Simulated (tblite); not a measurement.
Compound: C4H9NO2Si2.
Geometry (GFN2-xTB, Å), atoms numbered from 1 in this order:
```
atom  x, y, z in Å
Si1    2.545   -1.136    0.401
O2     1.089   -0.481    0.088
C3     0.838    0.685   -0.639
C4    -0.609    1.018   -0.558
C5    -1.305    2.134   -1.074
N6    -2.576    2.053   -0.790
O7    -2.755    0.909   -0.094
C8    -1.584    0.274    0.056
Si9   -1.496   -1.347    1.000
H10    2.118   -2.285    1.178
H11    3.381   -0.180    1.136
H12    3.242   -1.477   -0.845
H13    1.438    1.517   -0.244
H14    1.132    0.540   -1.689
H15   -0.924    2.970   -1.626
H16   -2.878   -1.639    1.391
H17   -0.994   -2.390    0.109
H18   -0.669   -1.158    2.190
```

Level: GFN2-xTB in tblite, geometry and Hessian alike; calculated harmonic values, unscaled, isolated species. Errors from tens to a few hundred cm⁻¹ against measured bands are possible. Modes of hydrogen on silicon can be 10 to 20 % off. One conformer, not necessarily the lowest.

Harmonic wavenumbers (cm⁻¹): 25.8, 65.6, 87.8, 150.3, 163.9, 170.3, 201.7, 241.4, 261.1, 330.9, 494.9, 536.3, 555.8, 597.9, 625.6, 626.2, 642.8, 727.2, 738.8, 757.5, 785.9, 796.5, 800.4, 832.8, 839.0, 856.7, 925.0, 982.2, 998.2, 1098.2, 1121.2, 1151.1, 1185.9, 1218.3, 1319.5, 1404.0, 1458.4, 1473.7, 1591.1, 2210.2, 2242.2, 2258.9, 2287.2, 2294.3, 2364.4, 2850.9, 2888.9, 3180.1.

A = 2082, B = 756.1, C = 564.3 MHz; mass 159.017 u (most abundant isotopes); point group C1, symmetry number 1.

Q: What is the zero-point energy?

A: ½Σν̃ = 25708 cm⁻¹ = 307.54 kJ/mol.

Q: Give the ideal-gas entropy at 298.15 K and 1 bar in the rigid-rotor, harmonic-oscillator model (classical rotation).

A: Translation 172.07, rotation 126.66, vibration 144.64: S = 443.4 J/(mol K).

Q: And Cp and H(298.15 K) − H(0)?

A: Cp = 179.52 J/(mol K), of which vibrations give 146.26 (their classical limit is 48 R = 399.1); H(298.15 K) − H(0) = 32.04 kJ/mol without the zero-point energy, 22.13 from vibrations.

Q: What must be added to the electronic energy to get the Gibbs energy at 298.15 K and 1 bar?

A: ZPE + [H(298.15 K) − H(0)] − T·S = 307.54 + 32.04 − 132.19 = 207.39 kJ/mol.

Q: Blend soft modes into free rotors: weight 1/[1 + (100 cm⁻¹/ν̃)⁴] for the oscillator and the rest for a rotor with moment μB/(μ + B), μ = h/(8π²ν), B = 10⁻⁴⁴ kg m². What vibrational entropy results?

A: 130.97 J/(mol K) in place of 144.64, which changes −T·S at 298.15 K by +4.08 kJ/mol.

Q: Which modes carry the vibrational entropy at 298.15 K?

A: 25.8 cm⁻¹: 25.64; 65.6 cm⁻¹: 17.91; 87.8 cm⁻¹: 15.52; 150.3 cm⁻¹: 11.16; 163.9 cm⁻¹: 10.48; 170.3 cm⁻¹: 10.18 J/(mol K); the other 42 give 53.75 together.

Q: How do the functions run with temperature in this model?

A: 
| T (K) | S (J/(mol K)) | Cp (J/(mol K)) | H − H(0) (kJ/mol) | G − H(0) (kJ/mol) | ln q(vib) |
| --- | --- | --- | --- | --- | --- |
| 150 | 347.5 | 108.0 | 10.77 | -41.36 | 3.99 |
| 250 | 413.8 | 156.4 | 23.95 | -79.51 | 7.03 |
| 400 | 502.4 | 222.6 | 52.59 | -148.35 | 11.50 |
| 600 | 605.0 | 283.4 | 103.64 | -259.37 | 17.27 |
| 900 | 731.3 | 337.9 | 197.63 | -460.54 | 25.20 |

q(vib) and H(0) count from the zero-point level.

Hindered rotation and anharmonicity are outside this model. Other conformers, if any are populated, would add a mixing term that is left out.
